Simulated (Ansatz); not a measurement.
`O=C=[N][Ga]([Cl])[Cl]` + H₂ → `O=C=[N][GaH][Cl]` + HCl at 500 K and 1 bar (hydrogenolysis of a Ga–Cl bond).

Calculated with Ansatz (gas phase, PBE0-D4/def2-TZVP geometries, no zero-point term in ΔE). CBS: MP2 limit from def2 TZ/QZ plus the TZ coupled-cluster correction, frozen cores. This one scheme is used for every species. For Ga outer-core shells are correlated without core-valence functions, which leaves a few kJ/mol of doubt a bond. Scalar relativity is left out up to krypton. Each species was taken in one conformer, which may not be the lowest.

```
                species  CCSD(T)/CBS energy (Eh)  H − E (kJ/mol)  S (J/(mol·K))
`O=C=[N][Ga]([Cl])[Cl]`              -3011.56329            85.8          439.2
                     H₂                 -1.17544            41.0          145.5
     `O=C=[N][GaH][Cl]`              -2552.32599            95.1          398.7
                    HCl               -460.38127            32.5          201.9
```

H − E and S are ideal-gas, rigid-rotor, harmonic terms from PBE0-D4/def2-TZVP, for one conformer and one mirror image of each species. The MP2-based limit puts H₂ 0.8 mEh under its directly extrapolated value; such offsets cancel only in part. 1 Eh = 2625.50 kJ/mol, R = 8.31446 J/(mol·K).

By hand: ΔE, ΔH, ΔS and ΔG.

ΔE = (-2552.32599) + (-460.38127) − (-3011.56329) − (-1.17544) = 0.03147 Eh = 82.6 kJ/mol. Δ(H − E) = 95.1 + 32.5 − 85.8 − 41.0 = 0.8, so ΔH = 83.4 kJ/mol. ΔS = 398.7 + 201.9 − 439.2 − 145.5 = 15.9 J/(mol·K). ΔG = 83.4 − 500 × (15.9)/1000 = 75.5 kJ/mol.

By hand: the equilibrium constant, and the temperature at which ΔG would vanish if ΔH and ΔS stayed fixed.

log₁₀ K = −ΔG/(RT ln 10) = -7.9. ΔG = 0 at ΔH/ΔS = 5245 K, far beyond where these terms or the molecules hold.

ΔH outweighs TΔS. A doubt of 5 kJ/mol in ΔE shifts log₁₀ K by 0.5 here. Other conformers and mirror images would add mixing entropy, several J/(mol·K) or more a flexible species. Modes under 60 cm⁻¹, often nearly free rotors, make the harmonic entropy too high. These are equilibria of isolated gas molecules and say nothing of rates. Largest T1 diagnostic: 0.015 (customary marks: 0.02 for closed shells, 0.045 for open ones).
